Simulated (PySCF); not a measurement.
C3H5BO2. Atoms are numbered in the order given.

```xyz
11

C     -3.0103     0.3384     0.2572
C     -1.5689     0.1911     0.1308
C     -0.3484     0.0810     0.0171
B      1.1736    -0.1060    -0.1087
O      1.9530     0.9303    -0.5466
O      1.7853    -1.3008     0.2101
H     -3.3816    -0.0953     1.2094
H     -3.5391    -0.1782    -0.5714
H     -3.3124     1.4063     0.2318
H      2.8897     0.6591    -0.5728
H      1.1349    -1.9604     0.5077
```
Charge 0, spin multiplicity 1.

Geometry: PBE-D3(BJ)/def2-SVP. One conformer was computed; it need not be the lowest.

Vertical ionisation energy (IE) and electron affinity (EA) in eV. Rows of orbital energies are one-electron estimates. Where ΔSCF, EOM or ADC give a negative EA the extra electron is unbound and the value depends on the basis.

```
level                                           IE     EA
--------------------------------------------  ----  -----
−ε(HOMO), −ε(LUMO), M06-2X/def2-TZVP (PySCF)  8.92  -0.58
−ε(HOMO), −ε(LUMO), PBE/def2-TZVP (PySCF)     6.41   1.23
```
